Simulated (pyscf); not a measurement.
Optimised with ωB97X-D3(BJ)/def2-SVP in PySCF.

**Question.** For H₃Si–Te–Sb(Cl)–Cl → H₃Si–Cl + Cl–Sb=Te, an elimination (singlet surface; Cl–Sb, Si–Te broken, Cl–Si formed), PBE/def2-TZVP gives ΔE‡ = 1.17 eV and ΔE = +0.55 eV (zero: the reactant's lowest minimum found). In which direction and how far do PBE0-D3(BJ)/def2-TZVP, M06-2X/def2-TZVP, ωB97M-D3(BJ)/def2-TZVP move these?

**Answer.** PBE0-D3(BJ): ΔE‡ = 1.31 eV, ΔE = +0.84 eV; M06-2X: ΔE‡ = 1.37 eV, ΔE = +0.81 eV; ωB97M-D3(BJ): ΔE‡ = 1.39 eV, ΔE = +0.75 eV. PBE's barrier lies under all of them, by 0.14 to 0.22 eV. Its reaction energy lies under all of them, by 0.19 to 0.29 eV. On the product side the descent ends in a complex, 0.29 eV under the separated species and 0.58 eV under the saddle at ωB97X-D3(BJ)/def2-TZVP. This is the saddle that the search found; another between the same sides may lie lower. Elements past Kr carry the def2 core potentials, without spin-orbit coupling.
